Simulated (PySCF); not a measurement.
# Relaxation of singlet IrH5

Level of theory: PySCF, PBE0, basis Ir def2-TZVP with ECP60, H def2-TZVP (scalar-relativistic core potentials, no spin–orbit coupling, density fitting). A (50,194) grid was used.

A start displaced from a saddle point along its imaginary mode, with no symmetry imposed:

```xyz
6
charge 0 multiplicity 1, angstrom
Ir    0.0012    0.0003   -0.0093
H    -0.0819    0.0877    1.5211
H     1.3907    0.7545    0.3236
H     0.7728    1.4270   -0.1984
H    -1.3273   -0.9427    0.4250
H    -0.9767   -1.3797   -0.2959
```

Optimiser trace:
```tsv
step	E − E(last) (kJ/mol)	largest gradient (Eh/bohr)
0	53.21	0.00207
2	50.68	0.01171
4	46.47	0.01190
6	42.43	0.00896
8	39.14	0.00757
10	35.99	0.00344
12	34.95	0.00349
14	32.24	0.02396
16	23.36	0.01190
18	14.15	0.01867
20	6.53	0.01341
22	1.09	0.01099
24	0.08	0.00142
26	0.01	0.00052
28	0.00	0.00020
```

It ends at C1 with H–H 0.857 Å, Ir–H 1.529 Å (×2), Ir–H 1.597 Å, Ir–H 1.762 Å, Ir–H 1.771 Å; H–H–Ir 75.4°, H–H–Ir 76.5°, H–Ir–H 28.1°, H–Ir–H 78.9°, H–Ir–H 82.8°, H–Ir–H 85.6°, H–Ir–H 87.1° (×2), H–Ir–H 98.2°, H–Ir–H 100.9°, H–Ir–H 164.5°, H–Ir–H 166.6° (after a last refinement on a finer grid). No frequency check is given, so it may be a saddle point.

Final geometry:
Coordinates in bohr (charge 0 multiplicity 1):
```
Ir   -0.0064    0.0209   -0.0182
H    -0.0498    0.1790    2.8680
H     2.6483   -1.0710    0.3015
H     1.2803    2.7504    0.0079
H    -1.7429   -2.7154    0.7493
H    -0.8164   -3.1920   -0.4899
```

Stability towards spin polarisation was not tested. With an element this heavy the missing spin–orbit coupling can shift these numbers.

The relaxation took of the order of 3 core-minutes on a shared host.
